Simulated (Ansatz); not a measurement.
A family of molecules: the HOMO–LUMO gap

One atom is swapped for its congeners: CH6GeS `C[S][GeH3]`; GeSiH6S `[SiH3][S][GeH3]`; Ge2H6S `[GeH3][S][GeH3]`. All are singlets with charge 0.

Shapes, held fixed at every level: PBE0-D4/def2-TZVP. Programs: Ansatz 0.2.0. Values in eV.

```tsv
level	CH6GeS	GeSiH6S	Ge2H6S
PBE-D4/def2-TZVPP	4.80	5.06	4.98
r2SCAN-D4/def2-TZVPP	5.36	5.66	5.57
B3LYP-D4/def2-TZVPP	6.41	6.66	6.56
PBE0-D4/def2-TZVPP	6.90	7.13	7.04
r2SCAN0-D4/def2-TZVPP	7.25	7.49	7.39
wB97X-V/def2-TZVPP	11.30	11.50	11.41
```

At wB97X-V/def2-TZVPP the HOMO–LUMO gap isn't monotonic: it is largest for Si and smallest for C (11.50 and 11.30 eV). Every level shows the same order. Relativity is left out for Ge unless named. Orbital gaps aren't excitation energies, and the LUMO depends on the basis.
